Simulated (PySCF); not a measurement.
PBE on K- (potassium, charge -1), [Ar] 4s2, closed-shell 1S. All numbers are calculated (PySCF 2.14, scalar relativity by spin-free X2C-1e, in x2c-TZVPPall with one added diffuse shell each of s, p, d type (7s5p4d, 42 functions)).

```
cycle= 1 E= -602.022419870838  delta_E= -0.00346  |g|= 0.0224  |ddm|= 0.47
cycle= 2 E= -602.02249982293  delta_E= -8e-05  |g|= 0.0243  |ddm|= 0.457
cycle= 3 E= -602.023592049341  delta_E= -0.00109  |g|= 0.000616  |ddm|= 0.238
cycle= 4 E= -602.023594135646  delta_E= -2.09e-06  |g|= 0.00023  |ddm|= 0.0254
cycle= 5 E= -602.023594462022  delta_E= -3.26e-07  |g|= 2.39e-05  |ddm|= 0.00351
cycle= 6 E= -602.023594466335  delta_E= -4.31e-09  |g|= 4.38e-06  |ddm|= 0.00166
cycle= 7 E= -602.023594466417  delta_E= -8.21e-11  |g|= 3.18e-08  |ddm|= 6.05e-05
converged SCF energy = -602.023594466417  <S^2> = -1.0658141e-14  2S+1 = 1
```

Highest occupied orbital energy: 0.732 eV; ⟨L²⟩ = 0.00; populations by l: s 8.00, p 12.00, d 0.00.

(1) Can this result be used?

Answers

(1) With care. The calculation finished and met its thresholds. At PBE the highest occupied level has a positive energy, so only the finite basis holds that electron; in a semilocal or global hybrid functional this comes from self-interaction and does not mean that the real anion is unbound.
